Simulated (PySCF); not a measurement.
## Electron correlation in Ar⁺ (argon, charge +1)

[Ne] 3s2 3p5, 2P determinant. Calculation: PySCF 2.14, in 6-31G* (4s3p1d, 18 functions); the non-relativistic Hamiltonian (point nucleus). Frozen: [Ne]; 7 electrons correlated.

MP2 pair energies summed by pair of shells (mhartree):

```
 pair  energy  share (%)
3p-3p  -74.54       67.8
3s-3p  -28.61       26.0
3s-3s   -6.72        6.1
```

Total MP2 correlation energy: -109.87 mhartree.

Same-spin part -27.38 and opposite-spin part -82.49 mhartree; SCS-MP2 scales them by 1/3 and 6/5 to -108.12 mhartree.

```csv
level,correlation energy (mhartree)
CCSD,-126.77
(T),-1.24
CCSD(T),-128.01
```

Diagnostics: T1 = 0.0043, D1 = 0.0153, largest double amplitude 0.049.

Cost of the coupled-cluster step: 0.17 s of wall time on 1 thread of Intel(R) Xeon(R) Platinum 8375C CPU @ 2.90GHz (shared host), for 7 correlated electrons.
